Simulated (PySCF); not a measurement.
## Two-dimensional NMR puzzle

Compound of formula C₅H₉NOSi₂. Correlations simulated from computed shifts and the bond graph:

HSQC (one-bond C–H):
```csv
δH,δC
4.75,74.2
4.18,78.8
4.14,78.8
2.67,43.4
1.87,43.4
```

COSY cross peaks (H two or three bonds apart, from the bond graph; peaks can be absent where the dihedral angle is near 90°):
```csv
δH,δH
4.75,4.13
4.75,3.86
4.75,2.67
4.75,1.87
4.21,4.13
4.21,4.13
4.21,3.86
4.18,4.14
4.13,4.13
4.13,3.86
4.13,3.86
2.67,1.87
```

HMBC (two and three bonds, from the bond graph):
```csv
δH,δC
4.75,"78.8, 43.4, 23.0"
4.21,"125.2, 78.8, 74.2, 43.4, 23.0"
4.18,"125.2, 74.2, 43.4, 23.0"
4.14,"125.2, 74.2, 43.4, 23.0"
4.13,"125.2, 78.8, 74.2, 43.4, 23.0"
4.13,"74.2, 43.4, 23.0"
3.86,"74.2, 43.4, 23.0"
2.67,"125.2, 78.8, 74.2, 23.0"
1.87,"125.2, 78.8, 74.2, 23.0"
```

Carbons without hydrogens: δ 125.2, 23.0.

[PySCF: GFN2-xTB structure; shieldings: GIAO PBE0/pcSseg-1; no relativistic terms; a single conformation; in vacuum]

δ = σ(ref) − σ, references computed at the same level: TMS for 1H (31.72 ppm) and 13C (186.93 ppm).

Exchangeable hydrogens are left out of these lists.

Question: Work out the connectivity.

Answer: `[C@H]12OC[C@](C#N)(C1)[SiH2][SiH2]2`.

Numbering as in the mapped SMILES `[N:1]#[C:2][C@@:3]12[CH2:4][O:5][C@@H:6]([CH2:7]1)[SiH2:8][SiH2:9]2`; H(Xn) means a hydrogen on atom n. Ha(Si8), Ha(Si9) are cis to O5 on the ring; Ha(C4), Ha(C7) are cis to Si8 on the ring; Hb(Si8), Hb(Si9) are trans to O5 on the ring; Hb(C4), Hb(C7) are trans to Si8 on the ring.

1. δC 125.2 is C2, a nitrile carbon.
2. δC 78.8 is C4, an sp3 CH2 bonded to O (δH 4.18, 4.14).
3. δC 74.2 is C6, an sp3 CH bonded to O and Si (δH 4.75).
4. δC 43.4 is C7, an sp3 CH2 in a ring (δH 1.87, 2.67).
5. δC 23.0 is C3, a fully substituted sp3 carbon bonded to Si, α to a nitrile.
6. HMBC from δH 4.75 reaches the proton-free carbon C3.
7. HMBC from δH 4.21 reaches the proton-free carbons C2, C3.
8. HMBC from δH 4.18 reaches the proton-free carbons C2, C3.
9. HMBC from δH 4.14 reaches the proton-free carbons C2, C3.
10. COSY links 4.75–4.13, 4.75–3.86, 4.75–2.67, 4.75–1.87, 4.21–4.13, 4.21–4.13.

The data come from this structure; uniqueness wasn't tested.

Shifts are as computed. Against solution values, carbons near 30 ppm lie about +3 ppm off and those near 130 ppm about +5 ppm. Of 1211 compounds with measured shifts, 218 miss one by over three times the rms of a fit or turn the order of signals round; such compounds aren't used in these exercises.
